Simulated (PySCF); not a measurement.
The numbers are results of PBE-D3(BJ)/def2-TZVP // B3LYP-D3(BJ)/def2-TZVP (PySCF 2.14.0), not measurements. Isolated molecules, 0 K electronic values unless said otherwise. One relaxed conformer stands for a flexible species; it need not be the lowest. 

Reference species (SMILES): `SB(S)S` (neutral, multiplicity 1).

```json
{
 "LUMO": "-1.61 eV",
 "HOMO": "-6.36 eV"
}
```

Changed species: `B` (0 of 3 H replaced by SH; the reference has 3 of 3 H replaced by SH).

What does the change do to the LUMO and HOMO?

the LUMO falls by 1.44 eV, to -3.05 eV; the HOMO falls by 2.12 eV, to -8.48 eV.
